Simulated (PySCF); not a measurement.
TeCl2, SMILES Cl[Te]Cl. Geometry optimised at B3LYP-D3(BJ)/def2-TZVP. The isomer is the one that the SMILES or the coordinates give; other isomers of the formula were not compared. The def2 effective core potentials stand for the cores of Te; spin–orbit coupling is left out.

All values below come from PySCF with B3LYP-D3(BJ)/def2-TZVP.

Harmonic wavenumbers (cm⁻¹): 124, 354, 371. Rotational constants (GHz): 4.812, 2.220, 1.519; symmetry number 2.

Question: Work out the zero-point energy and the ideal-gas rigid-rotor harmonic-oscillator thermochemistry at 298.15 K and 1 atm.

Answer: ZPE = ½ Σ hcν = ½ × 848 cm⁻¹ = 1.21 kcal/mol. H − E(el) = 4.45 kcal/mol. Entropy in cal/(mol K): translation 41.76, rotation 26.01, vibration 5.27, total 73.04. G − E(el) = -17.32 kcal/mol. Cp = 12.98 cal/(mol K). Modes under 150 cm⁻¹ make the vibrational entropy uncertain.
